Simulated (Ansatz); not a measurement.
`[AsH2]C[TeH]` + CH₃NH₂ → `CNC[AsH2]` + H₂Te  (substitution at a C–Te bond)

Computed with Ansatz on PBE0-D4/def2-TZVP structures; ΔE is electronic, products minus reactants. CCSD(T)/CBS is the MP2 limit (def2-TZVPP, def2-QZVPP) plus CCSD(T) − MP2 in def2-TZVPP, frozen cores. DFT in def2-TZVPP. Elements past krypton have def2 core potentials. For As, Te outer-core shells are correlated without core-valence functions, which leaves a few kJ/mol of doubt a bond. Scalar relativity is left out up to krypton. One conformer a species, not always the lowest.

(1) Is it downhill or uphill in electronic energy at CCSD(T)/CBS, and by how much? (An estimate is asked.)

(2) What do these levels give: ωB97X-V, B2PLYP, PBE, r2SCAN, HF/def2-TZVPP, MP2/def2-TZVPP, CCSD/def2-TZVPP, CCSD(T)/def2-TZVPP, HF/def2-QZVPP, SCS-MP2/def2-QZVPP, HF/CBS(def2), CCSD/CBS(def2)? (Best estimate.)

Largest T1 diagnostic among the species: 0.011.

Results:

(1) The calculation gave: Uphill: ΔE = +33.0 kJ/mol.

(2) Ansatz gave: ωB97X-V 19.9, B2PLYP 25.8, PBE 22.5, r2SCAN 21.9, HF/def2-TZVPP 18.8, MP2/def2-TZVPP 33.1, CCSD/def2-TZVPP 23.4, CCSD(T)/def2-TZVPP 25.1, HF/def2-QZVPP 19.9, SCS-MP2/def2-QZVPP 35.4, HF/CBS(def2) 20.0, CCSD/CBS(def2) 31.4 kJ/mol.

In def2-TZVPP, CCSD(T) changes the Hartree–Fock value by +6.3 kJ/mol (the triples alone add +1.6 kJ/mol) and MP2 by +14.4 kJ/mol.
